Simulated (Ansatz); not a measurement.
One change: `[OH][Sn][Br]` becomes `[OH][Sn][SH]`.

Ansatz, PBE0-D4/def2-TZVP geometries, multiplicity 1. Each molecule was computed in one conformer, which needn't be the lowest.

Elements past krypton have def2 core potentials. Scalar relativity is left out up to krypton.

```tsv
property	`[OH][Sn][Br]`
LUMO energy (PBE0/def2-TZVPP) / eV	-2.59
LUMO energy (ωB97M-V/def2-TZVPP) / eV	-0.84
size of the dipole moment (PBE/def2-TZVPP) / D	3.79
HOMO–LUMO gap (PBE/def2-TZVPP) / eV	3.15
HOMO energy (B3LYP/def2-TZVPP) / eV	-7.30
HOMO–LUMO gap (ωB97M-V/def2-TZVPP) / eV	8.69
```

(1) Give the same properties after the change, and the shifts. (Estimate.)

Results:

(1) The calculation gave: 
```csv
property,`[OH][Sn][SH]`,shift
LUMO energy (PBE0/def2-TZVPP) / eV,-2.26,0.33
LUMO energy (ωB97M-V/def2-TZVPP) / eV,-0.53,0.31
size of the dipole moment (PBE/def2-TZVPP) / D,0.34,-3.45
HOMO–LUMO gap (PBE/def2-TZVPP) / eV,3.42,0.27
HOMO energy (B3LYP/def2-TZVPP) / eV,-7.18,0.12
HOMO–LUMO gap (ωB97M-V/def2-TZVPP) / eV,8.85,0.16
```

With PBE0 the HOMO rises by 0.12 eV and the LUMO rises by 0.33 eV, so the gap widens by about 0.21 eV. PBE moves the HOMO by 0.05 eV and ωB97M-V by 0.16 eV. The zero-point energy changes by 21.3 kJ/mol with +3 modes. Dipoles are sizes alone; their direction can turn.

B3LYP here is the variant with VWN-RPA as its local correlation; programs differ in this.
